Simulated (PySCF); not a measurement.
# Working out the ionisation energy of Nb²⁺

Nb²⁺ [Kr] 4d3 (4F) → Nb³⁺ [Kr] 4d2 (3F). All numbers are calculated (PySCF 2.14, the spin-free X2C one-electron Hamiltonian (Gaussian nucleus), in x2c-QZVPPall (13s8p7d3f2g, 111 functions)). Frozen: [Kr]. Energies in hartree (1 hartree = 27.21139 eV):

```csv
part,Nb²⁺ (lower),Nb³⁺ (upper)
UHF,-3816.578565,-3815.688924
CCSD correlation,-0.019432,-0.004968
(T),-0.000109,0.000000
```

Task: What does Hartree-Fock give?

Result: (-3815.688924) − (-3816.578565) = 0.889641 hartree = 24.208 eV.

Task: What do CCSD and CCSD(T) give?

Result: The CCSD correlation energies differ by 0.014464 hartree = 0.394 eV and the triples by 0.000109 hartree = 0.003 eV, so CCSD gives 24.602 eV and CCSD(T) 24.605 eV.

A first-order spin-orbit estimate adds -0.023 eV to CCSD(T) (valence), giving 24.582 eV against 25.04 eV (semi-empirical (NIST evaluation); NIST Atomic Spectra Database, ionization energies).

What remains against the reference includes basis incompleteness, the frozen core and higher excitations.
